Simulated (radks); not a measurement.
Initial-state core-level shifts of the zirconium ion Zr+ when its valence configuration changes from [Kr] 4d2 5s1. Calculated with a radial shooting solver on a logarithmic mesh with Libxc functionals: non-relativistic Kohn-Sham, PBE, spin-polarised, spherical densities, point nucleus; open shells are filled with parallel spins first (spin-orbit coupling, left out, can overturn this in heavy ions); relativity is left out, which matters for an element this heavy. Shifts are changes of the shell-averaged eigenvalues in eV (positive: less bound); the change of the density at the nucleus, which sets a Mossbauer isomer shift, is in e/bohr^3, on a base of 4.453e+04.

valence              1s       2s      4s      4p  density at nucleus
4d1 5s1 5p1      -4.633   -4.894  -4.391  -4.178              +2.041
4d1 5s2          -3.688   -3.939  -3.472  -3.284              +8.381
4d2 5p1          -1.082   -1.068  -1.073  -1.061              -6.431
4d1.5 5s1 5p0.5  -2.272   -2.394  -2.176  -2.075              +0.969
4d3              +3.120   +3.339  +3.046  +2.887              -7.409
4d0.5 5s1 5p1.5  -7.074   -7.490  -6.632  -6.295              +3.244
5s1 5p2          -9.590  -10.177  -8.886  -8.416              +4.584
5s2 5p1          -8.799   -9.374  -8.118  -7.674             +12.205
4d0.5 5s2 5p0.5  -6.211   -6.616  -5.793  -5.482             +10.220
